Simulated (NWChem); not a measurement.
All runs are NWChem calculations. System: H5Si2, charge 0, spin multiplicity 2, at a geometry optimised with UPBE/def2-SVP. The structure started from a generated list of species. Its SCF solution wasn't tested for a lower state. Level: UM06-2X/def2-SVP.

The NWChem input:

```
start mol
memory heap 200 mb stack 900 mb global 1100 mb
geometry units angstroms nocenter noautoz
  Si    -0.130271    -1.209204     0.000000
  Si     0.053680     1.124187     0.000000
  H      0.420252    -1.876864     1.234431
  H      0.420252    -1.876864    -1.234431
  H     -0.627536     1.673000    -1.224738
  H     -0.627536     1.673000     1.224738
  H      1.486852     1.597962     0.000000
  symmetry group Cs
end
basis spherical
  * library def2-svp
end
dft
  xc m06-2x
  odft
  mult 2
  semidirect memsize 60000000 filesize 0
  iterations 100
  grid fine
end
task dft energy
```

Part of the output:

```
             Northwest Computational Chemistry Package (NWChem) 7.3.0
             --------------------------------------------------------

                                NWChem Input Module
                                -------------------

 Scaling coordinates for geometry "geometry" by  1.889725989
 (inverse scale =  0.529177249)

 Turning off AUTOSYM since
 SYMMETRY directive was detected!

                             Geometry "geometry" -> ""
                             -------------------------

 Output coordinates in angstroms (scale by  1.889725989 to convert to a.u.)

  No.       Tag          Charge          X              Y              Z
 ---- ---------------- ---------- -------------- -------------- --------------
    1 Si                  14.0000    -0.13027100    -1.20920400     0.00000000
    2 Si                  14.0000     0.05368000     1.12418700     0.00000000
    3 H                    1.0000     0.42025200    -1.87686400     1.23443100
    4 H                    1.0000     0.42025200    -1.87686400    -1.23443100
    5 H                    1.0000    -0.62753600     1.67300000    -1.22473800
    6 H                    1.0000    -0.62753600     1.67300000     1.22473800
    7 H                    1.0000     1.48685200     1.59796200     0.00000000

 Effective nuclear repulsion energy (a.u.)      82.0536724202

            Nuclear Dipole moment (a.u.)
            ----------------------------
        X                 Y               Z
 ---------------- ---------------- ----------------
     0.0000188973    -0.0000075589     0.0000000000

      Symmetry information
      --------------------

 Group name             Cs
 Group number              2
 Group order               2
 No. of unique centers     5

      Symmetry unique atoms

     1    2    3    5    7


 Summary of "ao basis" -> "" (spherical)
 ------------------------------------------------------------------------------
       Tag                 Description            Shells   Functions and Types
 ---------------- ------------------------------  ------  ---------------------
 *                          def2-svp                  on all atoms

                                 NWChem DFT Module
                                 -----------------

 Summary of "ao basis" -> "ao basis" (spherical)
 ------------------------------------------------------------------------------
       Tag                 Description            Shells   Functions and Types
 ---------------- ------------------------------  ------  ---------------------
 Si                         def2-svp                 8       18   4s3p1d
 H                          def2-svp                 3        5   2s1p

 Summary of "ao basis" -> "ao basis" (spherical)
 ------------------------------------------------------------------------------
       Tag                 Description            Shells   Functions and Types
 ---------------- ------------------------------  ------  ---------------------
 Si                         def2-svp                 8       18   4s3p1d
 H                          def2-svp                 3        5   2s1p

      Symmetry analysis of basis
      --------------------------

        a'         40
        a"         21

            General Information
            -------------------
          SCF calculation type: DFT
          Wavefunction type:  spin polarized.
          No. of atoms     :     7
          No. of electrons :    33
           Alpha electrons :    17
            Beta electrons :    16
          Charge           :     0
          Spin multiplicity:     2
          Use of symmetry is: on ; symmetry adaption is: on
          Maximum number of iterations: 100
          AO basis - number of functions:    61
                     number of shells:    31
          Convergence on energy requested:  1.00D-06
          Convergence on density requested:  1.00D-05
          Convergence on gradient requested:  5.00D-04

              XC Information
              --------------
                       M06-2X Method XC Functional
                     Hartree-Fock (Exact) Exchange  0.540
                        M06-2X Exchange Functional  1.000
                      M06-2X Correlation Potential  1.000

             Grid Information
             ----------------
          Grid used for XC integration:  fine
          Radial quadrature: Mura-Knowles
          Angular quadrature: Lebedev.
          Tag              B.-S. Rad. Rad. Pts. Rad. Cut. Ang. Pts.
          ---              ---------- --------- --------- ---------
          Si                  1.10      123          10.0       770
          H                   0.35       60          12.0       590
          Grid pruning is: on
          Number of quadrature shells:   426
          Spatial weights used:  Erf1

          Convergence Information
          -----------------------
          Convergence aids based upon iterative change in
          total energy or number of iterations.
          Levelshifting, if invoked, occurs when the
          HOMO/LUMO gap drops below (HL_TOL):  1.00D-02
          DIIS, if invoked, will attempt to extrapolate
          using up to (NFOCK): 10 stored Fock matrices.

                    Damping( 0%)  Levelshifting(0.5)       DIIS
                  --------------- ------------------- ---------------
          dE  on:    start            ASAP                start
          dE off:    2 iters        100 iters           100 iters

      Screening Tolerance Information
      -------------------------------
          Density screening/tol_rho:  1.00D-10
[...]
    28     -0.220876  2 Si pz                10      0.204006  1 Si pz
    31     -0.169639  2 Si pz                13      0.153685  1 Si pz
    48      0.142102  5 H  s                 53     -0.142102  6 H  s

 Vector   16  Occ=1.000000D+00  E=-3.602533D-01  Symmetry=a'
              MO Center= -5.1D-02, -1.9D-01,  2.9D-16, r^2= 3.4D+00
   Bfn.  Coefficient  Atom+Function         Bfn.  Coefficient  Atom+Function
  ----- ------------  ---------------      ----- ------------  ---------------
     9      0.300834  1 Si py                27     -0.280402  2 Si py
    12      0.234237  1 Si py                30     -0.222532  2 Si py
    37     -0.167711  3 H  s                 42     -0.167711  4 H  s
     6     -0.158297  1 Si py                24      0.149623  2 Si py
    47     -0.135169  5 H  s                 52     -0.135169  6 H  s

 Vector   17  Occ=1.000000D+00  E=-2.578659D-01  Symmetry=a'
              MO Center= -3.2D-01, -1.1D+00, -1.2D-15, r^2= 2.9D+00
   Bfn.  Coefficient  Atom+Function         Bfn.  Coefficient  Atom+Function
  ----- ------------  ---------------      ----- ------------  ---------------
    11      0.545690  1 Si px                 8      0.391896  1 Si px
     4     -0.245923  1 Si s                  3     -0.207300  1 Si s
     5     -0.201344  1 Si px                58     -0.143718  7 H  s
    12      0.127014  1 Si py                30     -0.122926  2 Si py
    57     -0.121812  7 H  s                  2     -0.113698  1 Si s

 Vector   18  Occ=0.000000D+00  E= 4.129746D-02  Symmetry=a"
              MO Center= -3.2D-02, -7.4D-02, -1.4D-14, r^2= 4.4D+00
   Bfn.  Coefficient  Atom+Function         Bfn.  Coefficient  Atom+Function
  ----- ------------  ---------------      ----- ------------  ---------------
    13      0.815322  1 Si pz                31      0.798926  2 Si pz
    38     -0.629221  3 H  s                 43      0.629221  4 H  s
    48      0.623905  5 H  s                 53     -0.623905  6 H  s
    37     -0.152136  3 H  s                 42      0.152136  4 H  s
    47      0.151670  5 H  s                 52     -0.151670  6 H  s

 Vector   19  Occ=0.000000D+00  E= 6.158741D-02  Symmetry=a'
              MO Center=  2.5D-02,  9.4D-02, -2.7D-15, r^2= 5.1D+00
   Bfn.  Coefficient  Atom+Function         Bfn.  Coefficient  Atom+Function
  ----- ------------  ---------------      ----- ------------  ---------------
     4      1.459248  1 Si s                 30      1.108000  2 Si py
    22     -0.893377  2 Si s                 12      0.745223  1 Si py
    38     -0.520569  3 H  s                 43     -0.520569  4 H  s
     3      0.468049  1 Si s                 29      0.452823  2 Si px
    11      0.355508  1 Si px                21     -0.328868  2 Si s

 Vector   20  Occ=0.000000D+00  E= 6.721760D-02  Symmetry=a'
              MO Center=  7.1D-03, -1.2D-01,  1.5D-14, r^2= 5.4D+00
   Bfn.  Coefficient  Atom+Function         Bfn.  Coefficient  Atom+Function
  ----- ------------  ---------------      ----- ------------  ---------------
    29     -0.990225  2 Si px                12      0.932036  1 Si py
    58      0.893755  7 H  s                 30      0.529425  2 Si py
    38      0.505683  3 H  s                 43      0.505683  4 H  s
    22     -0.442332  2 Si s                 48     -0.353944  5 H  s
    53     -0.353944  6 H  s                  4     -0.261439  1 Si s

                     DFT Final Beta Molecular Orbital Analysis
                     -----------------------------------------

 Vector   14  Occ=1.000000D+00  E=-4.064405D-01  Symmetry=a'
              MO Center=  5.8D-01,  1.4D+00,  1.8D-14, r^2= 2.2D+00
   Bfn.  Coefficient  Atom+Function         Bfn.  Coefficient  Atom+Function
  ----- ------------  ---------------      ----- ------------  ---------------
    57      0.371161  7 H  s                 26      0.301073  2 Si px
    29      0.236850  2 Si px                58      0.199116  7 H  s
    47     -0.173504  5 H  s                 52     -0.173504  6 H  s
    23     -0.168721  2 Si px                48     -0.094002  5 H  s
    53     -0.094002  6 H  s                 34     -0.046712  2 Si d  0

 Vector   15  Occ=1.000000D+00  E=-3.954595D-01  Symmetry=a"
              MO Center= -4.8D-02, -2.4D-01, -2.0D-14, r^2= 4.9D+00
   Bfn.  Coefficient  Atom+Function         Bfn.  Coefficient  Atom+Function
  ----- ------------  ---------------      ----- ------------  ---------------
    37      0.246292  3 H  s                 42     -0.246292  4 H  s
    47      0.223300  5 H  s                 52     -0.223300  6 H  s
    10      0.212252  1 Si pz                28     -0.198676  2 Si pz
    13      0.164733  1 Si pz                31     -0.155764  2 Si pz
    38      0.145621  3 H  s                 43     -0.145621  4 H  s

 Vector   16  Occ=1.000000D+00  E=-3.518816D-01  Symmetry=a'
              MO Center= -2.1D-02, -1.1D-01,  3.7D-15, r^2= 3.3D+00
   Bfn.  Coefficient  Atom+Function         Bfn.  Coefficient  Atom+Function
  ----- ------------  ---------------      ----- ------------  ---------------
    27     -0.295957  2 Si py                 9      0.292125  1 Si py
    30     -0.240728  2 Si py                12      0.237617  1 Si py
     6     -0.156853  1 Si py                24      0.157469  2 Si py
    37     -0.157476  3 H  s                 42     -0.157476  4 H  s
     3      0.136737  1 Si s                 47     -0.125005  5 H  s

 Vector   17  Occ=0.000000D+00  E=-7.986521D-02  Symmetry=a'
              MO Center= -5.3D-01, -1.1D+00, -6.7D-16, r^2= 3.2D+00
   Bfn.  Coefficient  Atom+Function         Bfn.  Coefficient  Atom+Function
  ----- ------------  ---------------      ----- ------------  ---------------
     4      0.695972  1 Si s                 11     -0.658161  1 Si px
    22     -0.240977  2 Si s                  8     -0.198446  1 Si px
    58      0.188056  7 H  s                 30      0.176079  2 Si py
    38     -0.176788  3 H  s                 43     -0.176788  4 H  s
     5      0.150081  1 Si px                12     -0.120374  1 Si py

 Vector   18  Occ=0.000000D+00  E= 4.895609D-02  Symmetry=a"
              MO Center= -6.9D-03,  9.6D-02, -8.3D-15, r^2= 4.5D+00
   Bfn.  Coefficient  Atom+Function         Bfn.  Coefficient  Atom+Function
  ----- ------------  ---------------      ----- ------------  ---------------
    31      0.899190  2 Si pz                13      0.774487  1 Si pz
    48      0.689990  5 H  s                 53     -0.689990  6 H  s
    38     -0.597601  3 H  s                 43      0.597601  4 H  s
    47      0.156652  5 H  s                 52     -0.156652  6 H  s
    37     -0.136960  3 H  s                 42      0.136960  4 H  s

 Vector   19  Occ=0.000000D+00  E= 7.140051D-02  Symmetry=a'
              MO Center= -1.3D-03,  2.1D-01,  4.3D-15, r^2= 5.2D+00
   Bfn.  Coefficient  Atom+Function         Bfn.  Coefficient  Atom+Function
  ----- ------------  ---------------      ----- ------------  ---------------
     4      1.479966  1 Si s                 30      1.204309  2 Si py
    22     -0.887412  2 Si s                 12      0.819639  1 Si py
    29      0.508017  2 Si px                38     -0.493164  3 H  s
    43     -0.493164  4 H  s                  3      0.478399  1 Si s
    58     -0.352407  7 H  s                 11      0.281226  1 Si px

   alpha - beta orbital overlaps
   -----------------------------

   alpha      1      2      3      4      5      6      7      8      9     10
    beta      2      1      3      4     10      8      9      5      7      6
 overlap   0.999  0.999  1.000  1.000  0.994  0.867  0.997  0.865  0.997  0.992

   alpha     11     12     13     14     15     16     17     18     19     20
    beta     11     12     13     14     15     16     17     18     19     20
 overlap   0.986  0.983  0.995  0.995  0.995  0.995  0.973  0.997  0.994  0.969

   alpha     21     22     23     24     25     26     27     28     29     30
    beta     21     23     22     24     25     26     27     28     29     30
 overlap   0.966  0.995  0.984  0.983  0.985  0.999  0.987  0.990  0.998  0.944

   alpha     31     32     33     34     35     36     37     38     39     40
    beta     31     32     33     34     36     35     37     38     39     40
 overlap   0.964  0.990  0.976  0.988  0.862  0.850  0.984  0.842  0.856  0.993

   alpha     41     42     43     44     45     46     47     48     49     50
    beta     41     42     43     44     45     46     47     48     49     50
 overlap   0.986  0.992  0.960  0.999  0.960  0.998  1.000  0.997  0.994  0.999

   alpha     51     52     53     54     55     56     57     58     59     60
    beta     51     52     53     54     55     56     57     58     59     60
 overlap   0.999  0.997  0.997  0.978  0.980  1.000  0.987  0.987  0.965  1.000

   alpha     61
    beta     61
 overlap   0.965

     --------------------------
     Expectation value of S2:
     --------------------------
      <S2> =      0.7534 (Exact =     0.7500)

 center of mass
 --------------
 x =  -0.03290690 y =  -0.03652756 z =   0.00000000

 moments of inertia (a.u.)
 ------------------
         348.721295795448         -17.010131949458           0.000000000000
         -17.010131949458          35.744978328796           0.000000000000
           0.000000000000           0.000000000000         340.935509804757

     Multipole analysis of the density
     ---------------------------------

     L   x y z        total         alpha         beta         nuclear
     -   - - -        -----         -----         ----         -------
     0   0 0 0     -0.000000    -17.000000    -16.000000     33.000000

     1   1 0 0     -0.018497      0.413068     -0.431584      0.000019
     1   0 1 0     -0.003308      1.108028     -1.111329     -0.000008
     1   0 0 1     -0.000000     -0.000000     -0.000000      0.000000

     2   2 0 0    -23.145404    -20.583727    -15.522798     12.961122
     2   1 1 0      0.067089     -4.728477     -1.449774      6.245341
     2   1 0 1      0.000000     -0.000000      0.000000      0.000000
     2   0 2 0    -23.554457   -110.879680   -103.227368    190.552590
     2   0 1 1      0.000000      0.000000      0.000000      0.000000
     2   0 0 2    -22.966912    -23.042768    -21.520535     21.596390

 Task  times  cpu:        7.0s     wall:        7.0s

 Total times  cpu:        7.1s     wall:        7.1s
```
